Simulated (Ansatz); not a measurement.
Two isomers of CH9AlSi2: A = `[AlH2][CH2][SiH2][SiH3]`, B = `[SiH3][CH2][AlH][SiH3]`.

Calculated with Ansatz (gas phase, PBE0-D4/def2-TZVP geometries, no zero-point term in ΔE). CCSD(T)/CBS is the MP2 limit (def2-TZVPP, def2-QZVPP) plus CCSD(T) − MP2 in def2-TZVPP, frozen cores. Functionals use def2-TZVPP. B3LYP here is the variant with VWN-RPA as its local correlation; programs differ in this. Each species was taken in one conformer, which may not be the lowest.

A:

```xyz
13

Al   -1.642    0.608    0.269
C    -0.833   -1.190    0.434
Si    1.003   -0.909    0.543
Si    1.230    0.897   -0.935
H    -2.705    0.909   -0.873
H    -1.439    1.611    1.487
H    -1.072   -1.786   -0.453
H    -1.201   -1.727    1.314
H     1.892   -2.042    0.161
H     1.405   -0.435    1.895
H     1.336    0.525   -2.371
H    -0.153    1.545   -0.843
H     2.181    1.995   -0.628
```

B:

Z-matrix (Å, degrees):
```
Si
C 1 1.863
H 1 1.490 2 113.0
H 1 1.489 2 110.1 3 120.6
H 1 1.489 2 110.1 3 -120.6
Al 2 1.958 1 114.8 3 179.9
H 2 1.098 1 109.9 3 -58.2
H 2 1.098 1 110.0 3 57.6
Si 6 2.459 2 118.8 1 -178.9
H 6 1.591 2 119.8 1 1.1
H 9 1.493 6 110.6 2 59.2
H 9 1.493 6 110.6 2 -58.5
H 9 1.490 6 114.0 2 -179.7
```

Task: Which is lower in electronic energy at CCSD(T)/CBS, and by how much? (Best estimate.)

Result: Ansatz gave: A, by 2.1 kJ/mol.

Task: Give E(B) − E(A) in kJ/mol with r2SCAN-D4, PBE0-D4, ωB97M-V, B3LYP-D4, PBE-D4, HF/def2-TZVPP, CCSD/def2-TZVPP. (An estimate is asked.)

Result: Ansatz gave: r2SCAN-D4 7.0, PBE0-D4 7.2, ωB97M-V 6.7, B3LYP-D4 2.0, PBE-D4 8.9, HF/def2-TZVPP -18.6, CCSD/def2-TZVPP -3.4. The order is the other way round with HF/def2-TZVPP, CCSD/def2-TZVPP.

Largest T1 diagnostic: 0.012.

The D4 term adds +9.4 kJ/mol with B3LYP and +4.8 kJ/mol with PBE0; it sums over pairs of atoms, weighted by their polarisabilities, and B3LYP, whose exchange is more repulsive, gets the larger term. In def2-TZVPP, CCSD(T) changes the Hartree–Fock value by +18.4 kJ/mol (the triples alone add +3.2 kJ/mol) and MP2 by +20.7 kJ/mol.
